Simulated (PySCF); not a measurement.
# Bond curve of SiPb

Set-up: Si cc-pV(D+d)Z, Pb cc-pVDZ-PP with ECP60; scalar-relativistic core potentials (PySCF 2.14). Energies in eV from Si + Pb in their ground configurations at the same level. State: ³Σ⁻ (triplet), unpaired electrons π ↑↑.

All columns are PBE0. A positive dipole means Si(−)Pb(+).

| R (Å) | E (eV) | μ (D) | Mulliken charge on Si (basis-dependent) | HOMO (eV) | LUMO (eV) | Mayer bond order | ⟨S²⟩ |
| --- | --- | --- | --- | --- | --- | --- | --- |
| 2.231 | -1.585 | 1.09 | -0.15 | -5.08 | -3.64 | 1.95 | 2.00 |
| 2.335 | -2.111 | 1.26 | -0.14 | -5.12 | -3.48 | 1.94 | 2.00 |
| 2.438 | -2.401 | 1.41 | -0.14 | -5.15 | -3.34 | 1.94 | 2.00 |
| 2.516 | -2.504 | 1.51 | -0.14 | -5.16 | -3.25 | 1.95 | 2.00 |
| 2.594 | -2.533 | 1.60 | -0.13 | -5.16 | -3.17 | 1.95 | 2.00 |
| 2.672 | -2.505 | 1.68 | -0.13 | -5.15 | -3.09 | 1.96 | 2.00 |
| 2.776 | -2.401 | 1.78 | -0.13 | -5.12 | -3.00 | 1.96 | 2.00 |
| 2.905 | -2.197 | 1.87 | -0.13 | -5.08 | -2.91 | 1.97 | 2.00 |
| 3.061 | -1.889 | 1.97 | -0.12 | -5.01 | -2.82 | 1.98 | 2.00 |
| 3.268 | -1.430 | 2.08 | -0.12 | -4.89 | -3.00 | 1.98 | 2.00 |

A fit through these points gives, at Re = 2.591 Å, μ = 1.60 D and dμ/dR = 1.10 D/Å; the reduced mass is 24.66 u.

Q: How strong is the fundamental in the double-harmonic approximation, I = 42.26·(dμ/dR)²/μred km/mol?

A: I = 42.26·(1.10)²/24.66 = 2.07 km/mol at PBE0.

These are scalar-relativistic numbers at best; spin–orbit coupling would shift them, the dissociation energy most. The state was picked by a PBE0 search and need not be the measured ground state.
